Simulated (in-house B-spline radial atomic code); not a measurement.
Response of Ga+ as one setting changes: the share of exact exchange in a PBE hybrid. A dash marks a strongly mixed or unbound state. Computed with a B-spline radial code for spherical atoms: linear response of the closed shell [Ar] 3d10 4s2 with the functional's adiabatic kernel; scalar-relativistic (spin-free one-electron X2C), finite nucleus, no spin-orbit coupling, no double excitations, S, P, D and F terms only; shells from n = 2 respond. Only terms of natural parity with L up to 3 were computed.

```csv
share of exact exchange in a PBE hybrid,lowest 1P (eV),"lowest 3P, Tamm-Dancoff (eV)",minus highest occupied level (eV),α (bohr³)
0,4s → 4p 8.864,4s → 4p 6.187,16.326,17.42
0.1,?,?,?,?
0.2,4s → 4p 8.687,4s → 4p 5.940,17.038,18.14
0.3,4s → 4p 8.598,4s → 4p 5.818,17.393,18.52
0.4,4s → 4p 8.508,4s → 4p 5.698,17.747,18.91
0.5,4s → 4p 8.418,4s → 4p 5.579,18.100,19.32
0.6,4s → 4p 8.328,4s → 4p 5.461,18.451,19.75
0.7,4s → 4p 8.237,4s → 4p 5.344,18.802,20.18
0.8,4s → 4p 8.146,4s → 4p 5.229,19.151,20.64
0.9,?,?,?,?
1,4s → 4p 7.964,4s → 4p 5.002,19.846,21.6
```

Q: What belongs in the row for 0.9?

A: lowest 1P (eV): 4s → 4p 8.055; lowest 3P, Tamm-Dancoff (eV): 4s → 4p 5.115; minus highest occupied level (eV): 19.499; α (bohr³): 21.11.

Q: What belongs in the row for 0.1?

A: lowest 1P (eV): 4s → 4p 8.776; lowest 3P, Tamm-Dancoff (eV): 4s → 4p 6.063; minus highest occupied level (eV): 16.682; α (bohr³): 17.77.
